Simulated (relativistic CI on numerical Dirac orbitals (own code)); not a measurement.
# Electric-dipole transitions in Re VIII

These numbers are calculated, not measured: Dirac-Coulomb-Breit CI, KLI orbitals optimised for each configuration, model QED (radiative potential, 1s self-energy scaled to tabulated hydrogen-like ionisation energies), valence Slater integrals scaled by 0.9, P86 correlation estimate, and configurations built on the next ion tied to the tabulated ionisation energy (semi-empirical) (own radial code, finite nucleus).

CI space (outside the closed core [Kr] 4d10): 4f14 5s2 5p6, 4f14 5s2 5p5 5d, 4f14 5s2 5p5 6s, 4f14 5s2 5p5 6p, 4f14 5s2 5p5 6d, 4f14 5s2 5p5 7s, 4f14 5s2 5p5 5f, 4f14 5s2 5p5 6f, 4f14 5s2 5p4 5d2, 4f12 5s2 5p6 5d2, 4f13 5s2 5p6 5d, 4f14 5s 5p6 5d, 4f13 5s2 5p6 6s, 4f14 5s2 5p5 5g, 4f13 5s2 5p5 5d2, 4f14 5s 5p6 5f, 4f13 5s2 5p6 6p, 4f14 5p6 5d2, 4f14 5s2 5p4 5f2, 4f12 5s2 5p6 5f2, 4f14 5s2 5p4 5d 6s, 4f13 5s2 5p5 5d 6s, 4f12 5s2 5p6 5d 6s, 4f14 5s 5p6 5g. Levels of other configurations are missing.

```csv
λ vac (nm),Lower,Upper,A (s⁻¹),gf,Branching (%)
18.885,4f14 5s2 5p6 1S_0 [1],4f14 5s2 5p5 5d 1P°_1 [35],4.52e+11,7.25e+00,100.0
24.425,4f14 5s2 5p6 1S_0 [1],4f14 5s2 5p5 5d 3D°_1 [9],2.97e+10,7.98e-01,100.0
28.484,4f14 5s2 5p5 5d 3F°_4 [6],4f14 5s2 5p5 5f 3F_4 [70],4.79e+09,5.25e-01,17.2
28.499,4f14 5s2 5p5 5d 3P°_1 [3],4f14 5s2 5p5 5f 3D_2 [58],8.29e+09,5.05e-01,55.5
28.865,4f14 5s2 5p5 5d 3F°_3 [4],4f14 5s2 5p5 5f 3G_4 [60],1.75e+10,1.96e+00,84.2
28.905,4f14 5s2 5p5 5d 3D°_2 [5],4f14 5s2 5p5 5f 3D_3 [62],9.31e+09,8.17e-01,45.6
29.003,4f14 5s2 5p5 5d 3F°_4 [6],4f14 5s2 5p5 5f 3G_5 [64],2.89e+10,4.00e+00,98.8
29.266,4f14 5s2 5p5 5d 1D°_2 [7],4f14 5s2 5p5 5f 1F_3 [68],1.41e+10,1.26e+00,59.9
30.176,4f14 5s2 5p5 5d 3D°_3 [8],4f14 5s2 5p5 5f 3F_4 [70],2.12e+10,2.61e+00,76.4
39.245,4f14 5s2 5p5 5d 3F°_4 [6],4f14 5s2 5p5 6p 3D_3 [44],1.21e+10,1.96e+00,65.2
40.192,4f14 5s2 5p5 5d 1D°_2 [7],4f14 5s2 5p5 6p 1P_1 [45],1.06e+10,7.72e-01,62.4
40.887,4f14 5s2 5p5 5d 3P°_1 [3],4f14 5s2 5p5 6p 3S_1 [38],5.76e+09,4.33e-01,36.0
41.410,4f14 5s2 5p5 5d 3D°_3 [8],4f14 5s2 5p5 6p 3P_2 [46],9.81e+09,1.26e+00,55.0
42.519,4f14 5s2 5p5 5d 3F°_3 [4],4f14 5s2 5p5 6p 3D_2 [39],9.57e+09,1.30e+00,64.1
66.741,4f14 5s2 5p5 6p 3D_2 [39],4f14 5s2 5p5 6d 3F°_3 [91],1.10e+10,5.15e+00,87.5
66.789,4f14 5s2 5p5 6p 3S_1 [38],4f14 5s2 5p5 6d 3P°_1 [90],9.08e+09,1.82e+00,71.6
76.522,4f14 5s2 5p5 6p 1P_1 [45],4f14 5s2 5p5 6d 1D°_2 [95],7.26e+09,3.19e+00,70.8
77.006,4f14 5s2 5p5 6p 3D_3 [44],4f14 5s2 5p5 6d 3F°_4 [93],9.89e+09,7.92e+00,97.7
78.064,4f14 5s2 5p5 6p 3P_2 [46],4f14 5s2 5p5 6d 3D°_3 [96],7.42e+09,4.75e+00,75.5
95.366,4f14 5s2 5p5 6s 3P°_2 [33],4f14 5s2 5p5 6p 3D_3 [44],2.99e+09,2.86e+00,16.1
```

Terms are leading LS components. Brackets give the number of a level in order of energy, since labels repeat. The list gives strong lines, with weight on those to low levels, without configurations that were not tied to measured data, without lines whose two gauges differ by over a factor of 2.5, among the lowest 300 of 2650 levels, so that lines to higher ones, which can be the strongest, are missing. Levels whose partners in the same complex of configurations lie outside the list can be far off, and so can their lines. Rates are taken at the computed energies, electric ones in the length gauge.

Configurations that consist of the next ion and one excited electron were tied to the tabulated ionisation energy; Rydberg ones are usually within 1,000 to 3,000 cm⁻¹ and the lowest ones within about 6,000 (9,000 in d shells), while levels on excited terms of the next ion carry the error of that term, and the other configurations can be misplaced by 10,000 cm⁻¹ or more. Rates follow the energies as ν³ (E1, M1) or ν⁵ (E2), so rates, branching and lifetimes can be off by large factors. Levels and lines within the n = 5 or 6 shells can be off by up to 10 % or somewhat more, and those that change n by about 2 %, since core polarisation is missing. Levels that differ in their count of f electrons can be misplaced by several ten thousand cm⁻¹, since the correlation energy of f electrons is missing or only estimated; rates across such gaps can be off by orders of magnitude.

LS names give the leading component of a level, which can be under half, so a name can repeat, a term be missing and a line seem to break the LS rules.
